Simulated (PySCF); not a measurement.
## Sm(53+): fine-structure interval

Sm(53+) [He] 2s2 2p5 [2p1/2^2 2p3/2^3, M_J = 3/2] → Sm(53+) [He] 2s2 2p5 [2p1/2^1 2p3/2^4, M_J = 1/2], as a difference of total energies. All numbers are calculated (PySCF 2.14, the two-component X2C-1e Hamiltonian, in an even-tempered Gaussian basis (17 s from 33 bohr⁻², ratio 2.4; 13 p from 43 bohr⁻², ratio 2.4; 5 d from 150 bohr⁻², ratio 2.6; 4 f from 230 bohr⁻², ratio 2.6)). Correlated levels: nothing frozen; the 30 highest virtual spinors dropped. "Screened" scales the spin-orbit matrix elements by Boettger's factors to mimic the two-electron term; Breit and QED terms are absent.

| method | fine-structure interval (cm⁻¹) |
| --- | --- |
| GHF (screened spin-orbit) | 5076500 |
| GMP2 (screened spin-orbit) | 5077600 |
| GHF (bare spin-orbit) | 5258600 |
